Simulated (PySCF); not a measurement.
Molecule: butyl acetate (CCCCOC(C)=O, C6H12O2).

Geometry:
```csv
atom,x (Å),y (Å),z (Å)
C1,-2.865,-0.264,0.375
C2,-2.136,0.940,-0.208
C3,-0.625,0.928,0.002
C4,0.072,-0.220,-0.703
O5,1.491,-0.096,-0.624
C6,2.084,-0.606,0.463
C7,3.576,-0.444,0.403
O8,1.489,-1.148,1.358
H9,-3.955,-0.156,0.272
H10,-2.640,-0.383,1.446
H11,-2.583,-1.203,-0.126
H12,-2.541,1.861,0.242
H13,-2.354,1.018,-1.289
H14,-0.190,1.871,-0.368
H15,-0.396,0.868,1.079
H16,-0.158,-0.214,-1.779
H17,-0.225,-1.188,-0.276
H18,3.877,0.281,-0.362
H19,4.024,-1.422,0.167
H20,3.945,-0.144,1.392
```

Geometry PBE0-D3(BJ)/def2-SVP throughout; GIAO in PySCF 2.14.0 with density-fitted response routines, gas phase, one conformer, non-relativistic; equivalent atoms averaged; basis pcSseg-1.

For orientation, mPW1PW91 gives these shifts δ (against TMS, H2O at the same level): C6 174.2, C4 64.6, C3 30.9, C2 22.0, C7 22.0, O8 431.8, H16/H17 3.94, H18/H19/H20 1.97, H12/H13 1.30 ppm.

A run gave: C6 174.9, C4 66.1, C3 32.6, C2 23.6, C7 21.9, O8 435.7, H16/H17 3.97, H18/H19/H20 1.96, H12/H13 1.34 ppm (shifts δ (against TMS, H2O at the same level)).

Which functional was used in that run?
A. OPBE
B. B97-D
C. KT3
D. B3LYP
E. wB97X-D

## Answers

D. O8 tells them apart best: B3LYP gives 435.7, KT3 gives 398.6, B97-D gives 410.3, OPBE gives 409.6, wB97X-D gives 429.0 ppm.
